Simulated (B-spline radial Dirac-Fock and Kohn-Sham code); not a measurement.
Model: the Dirac equation of a negative muon with reduced mass in the field of a spherical finite nucleus, with the Uehling potential to all orders; nuclear polarisation, deformation, hyperfine structure, self-energy, higher-order vacuum polarisation, relativistic recoil and electron screening are left out. Program: a radial B-spline solver. The nuclear charge is a Fermi distribution (skin thickness 2.3 fm).

Q: A muonic atom of atomic mass 187.97 u emits these computed lines: 2p3/2 → 1s1/2 5792 keV, 3d5/2 → 2p3/2 2342 keV, 4f7/2 → 3d5/2 870.0 keV, 5g9/2 → 4f7/2 400.1 keV. Which element is it, and what rms charge radius was used?

A: Gold (Z = 79, nuclide ¹⁸⁸Au); the high transitions hardly feel the nucleus and fix Z. The 2p → 1s line lies 9039 keV below the value for a point nucleus without QED, which for this nuclear model gives a radius near 5.40 fm (5.4049 fm was used).
